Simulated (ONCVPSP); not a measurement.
# cadmium (Cd): excitation energies, all-electron against ONCV

ONCVPSP 4.0.1 input, shortened (lines: element, Z, core and valence counts, functional; n l f; lmax; l rc ep ncon nbas qcut; lloc lpopt rc5 dvloc0; l nproj debl; icmod fcfact rcfact), PBE, scalar-relativistic:

```
  Cd 48.00    6    4        4      upf
    1    0    2.00
    2    0    2.00
    2    1    6.00
    3    0    2.00
    3    1    6.00
    3    2   10.00
    4    0    2.00
    4    1    6.00
    4    2   10.00
    5    0    2.00
    2
    0    1.45    0.00    3    6    9.70
    1    1.40    0.00    4    9   10.00
    2    1.50    0.00    4    9   12.70
    4    4    1.10    4.00
    0    2    2.50
    1    1    2.80
    2    3    2.20
    0    0.00    0.00
```

Energies are relative to the spin-unpolarised reference configuration 4s2 4p6 4d10 5s2; without spin polarisation the order of configurations can differ from experiment.

```json
{"valence configuration": "4s2 4p6 4d10 5s1", "charge": "+1", "ΔE all-electron (eV)": "9.273", "error AE − PS (meV)": "-1.6"}
{"valence configuration": "4s2 4p6 4d9 5s0", "charge": "+3", "ΔE all-electron (eV)": "64.408", "error AE − PS (meV)": "-8.9"}
{"valence configuration": "4s2 4p5 4d10 5s2", "charge": "+1", "ΔE all-electron (eV)": "74.200", "error AE − PS (meV)": "-65"}
```

(1) What are ΔE and the potential's error for 4s2 4p6 4d10 5s0?

Levels in the configuration 4s2 4p6 4d9 5s0:

```
level  all-electron (eV)  pseudo (eV)
   4s           -141.439     -141.449
   4p           -102.270     -102.273
   4d            -45.823      -45.819
```

Results:

(1) ΔE = 26.399 eV all-electron; the error (AE − PS) is -5.0 meV.
